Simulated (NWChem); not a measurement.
# CH₅AlO; SMILES C[O][AlH2]

```xyz
8

Al    -0.0606    -1.2137     0.0000
H      1.1191    -2.2648     0.0000
H     -1.6057    -1.5838     0.0000
O      0.4042     0.4189     0.0000
C     -0.1660     1.6837     0.0000
H     -1.2729     1.6605     0.0000
H      0.1548     2.2562     0.8887
H      0.1548     2.2562    -0.8887
```
Atoms are numbered in this order, from 1.

All runs use the structure optimised with PBE0/def2-SVP.

Symmetry labels are those of Cs in the frame above (b1 and b2, or b-type labels, depend on it).

### Question
List the 4 lowest vertical singlet excitations from B3LYP/def2-SVPD, TDA (NWChem).

### Answer
| state | energy (eV) | oscillator strength | symmetry | leading excitation (squared amplitude) |
|---|---|---|---|---|
| S1 | 5.41 | 0.000 | a" | HOMO → LUMO (1.00) |
| S2 | 6.15 | 0.087 | a' | HOMO−1 → LUMO (0.95) |
| S3 | 6.26 | 0.001 | a" | HOMO−2 → LUMO (0.99) |
| S4 | 6.85 | 0.019 | a' | HOMO → LUMO+1 (0.93) |
